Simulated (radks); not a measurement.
Values are calculated unless marked as measured or tabulated.
Be IV, configuration 1s0.5 2p0.5 (fractional occupations, a model configuration).

Level of theory: non-relativistic Kohn-Sham, revTPSS, spin-unpolarised, spherical densities, point nucleus; meta-GGA in the generalised Kohn-Sham scheme; without spin polarisation the odd electron is poorly described (a radial shooting solver on a logarithmic mesh with Libxc functionals).

Energy parts (hartree):
total: -4.91687
kinetic: 4.90454
electron-nucleus: -9.89745
Hartree: 0.62198
exchange-correlation: -0.54594

Orbitals (lengths in bohr, moments of r in powers of bohr):
\begin{tabular}{lrrrr}
orbital & occ. & eigenvalue (hartree) & <r^4> & <1/r> \\ \hline
1s & 0.5 & -7.40348 & 0.08748 & 4.029 \\
2p & 0.5 & -1.50496 & 9.634 & 0.9193 \\
\end{tabular}

The highest occupied level is 2p at -40.952 eV. The density falls to 0.001 e/bohr^3 at r = 2.39 bohr. Summed over all electrons, <r^2> = 1.221 bohr^2, which gives a Langevin (diamagnetic) susceptibility term of -0.967 x 10^-6 cm^3/mol.
